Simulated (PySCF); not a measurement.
# A small calculation by hand: refractive index and permittivity of the vapour

OV, SMILES [V]=[O] (connectivity only; charge and spin as stated), neutral, multiplicity 4.

Geometry optimised at B3LYP-D3(BJ)/def2-TZVPD. The spin state was assumed, not searched.

CAM-B3LYP/def2-TZVPD run with PySCF gives a mean static polarisability of 75.4 bohr³ and a dipole moment of 3.86 D. Take an ideal gas at 298.15 K and 1 bar, whether or not the substance is that volatile.

Q: Work out n − 1 in the optical limit and the static ε − 1.

A: 
Polarisability volume α' = 75.4 × 0.148185 = 11.17 Å³. Number density N = p/kT = 2.43e-5 Å⁻³.
Dilute limit of Lorentz–Lorenz: n − 1 = 2π N α' = 0.0017.
Orientation term of Debye: μ²/(3kT) = 8.098 Å³ × μ²(D²) = 120.65 Å³.
ε − 1 = 4π N (α' + μ²/3kT) = 0.040. Orientation of the dipole supplies 92 % of the static response; it can't follow optical fields. Vibrational polarisation and dispersion are left out.
